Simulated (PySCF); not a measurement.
C2H3BF2O, SMILES B(O)(F)/C=C/F.

Geometry optimised at PBE0-D3(BJ)/def2-SVP. The structure was generated by enumeration; whether it is a known compound was not checked. One conformer was computed; it need not be the lowest.

Computed with TDDFT-PBE/def2-SVPD in PySCF.

Vertical excitations. The molecule is in vacuum. State labels are in the subgroup Cs.

Computed UV-visible absorptions:
```tsv
state	symmetry	energy (eV)	λ (nm)	f	main pairs
S1	A"	6.39	194	0.005	HOMO→LUMO+1 100 %
S2	A'	6.47	192	0.365	HOMO→LUMO 94 %
S3	A"	6.56	189	0.000	HOMO−1→LUMO 99 %
S4	A'	7.18	173	0.019	HOMO−2→LUMO 95 %
S5	A"	7.26	171	0.001	HOMO−3→LUMO 98 %
S6	A"	7.34	169	0.015	HOMO→LUMO+2 99 %
S7	A"	7.71	161	0.000	HOMO−4→LUMO 99 %
S8	A'	7.92	156	0.027	HOMO−1→LUMO+1 99 %
S9	A"	8.01	155	0.009	HOMO→LUMO+3 99 %
S10	A"	8.22	151	0.002	HOMO→LUMO+5 96 %
T1	A'	4.11	301	0	HOMO→LUMO 98 %
T2	A"	6.17	201	0	HOMO−1→LUMO 99 %
T3	A"	6.33	196	0	HOMO→LUMO+1 100 %
T4	A'	6.52	190	0	HOMO−2→LUMO 99 %
```
Triplets are in the Tamm–Dancoff approximation, which puts them higher than full response would, so one can lie above its singlet here.
